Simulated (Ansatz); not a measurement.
Basis sets compared for Hg3. Total charge 0; singlet. Geometry r2SCAN/def2-TZVP. Ansatz on 4 threads of Arm Neoverse V2 on a shared host; times are rough, and most runs start from earlier orbitals.

```xyz
3

Hg   -0.031   -1.157    1.552
Hg   -1.433   -0.085   -1.299
Hg    1.464    1.242   -0.253
```

In the def2 sets Hg takes a core potential; there is no spin–orbit coupling. The structure comes from a short search, and lower isomers may exist.

Binding counts from free atoms (Hg singlet) in the same basis, without a counterpoise term.

```json
{"level": "PBE/def2-SVP", "functions": "96", "energy (Eh)": "-460.6559", "HOMO (eV)": "-6.27", "LUMO (eV)": "-1.72", "binding per atom (eV)": "0.01", "wall time": "0.7 s"}
{"level": "PBE/def2-TZVP", "functions": "129", "energy (Eh)": "-460.6729", "HOMO (eV)": "-6.28", "LUMO (eV)": "-1.96", "binding per atom (eV)": "0.03", "wall time": "0.85 s"}
{"level": "r2SCAN/def2-TZVP", "functions": "129", "energy (Eh)": "-460.7602", "HOMO (eV)": "-6.48", "LUMO (eV)": "-1.73", "binding per atom (eV)": "0.08", "wall time": "1.9 s"}
{"level": "PBE0/def2-SVP", "functions": "96", "energy (Eh)": "-460.5306", "HOMO (eV)": "-6.95", "LUMO (eV)": "-1.11", "binding per atom (eV)": "0.00", "wall time": "1.1 s"}
{"level": "PBE0/def2-TZVP (with forces)", "functions": "129", "energy (Eh)": "-460.5468", "HOMO (eV)": "-6.95", "LUMO (eV)": "-1.38", "binding per atom (eV)": "0.02", "wall time": "2.3 s"}
```

Problem. Estimate the rows for PBE/def2-TZVPD, r2SCAN/def2-TZVPD, PBE0/def2-TZVPD.

Solution. 
| level | functions | energy (Eh) | HOMO (eV) | LUMO (eV) | binding per atom (eV) | wall time |
| --- | --- | --- | --- | --- | --- | --- |
| PBE/def2-TZVPD | 138 | -460.6730 | -6.28 | -1.96 | 0.03 | 1.1 s |
| r2SCAN/def2-TZVPD | 138 | -460.7603 | -6.48 | -1.73 | 0.08 | 2.1 s |
| PBE0/def2-TZVPD | 138 | -460.5468 | -6.95 | -1.38 | 0.02 | 1.4 s |
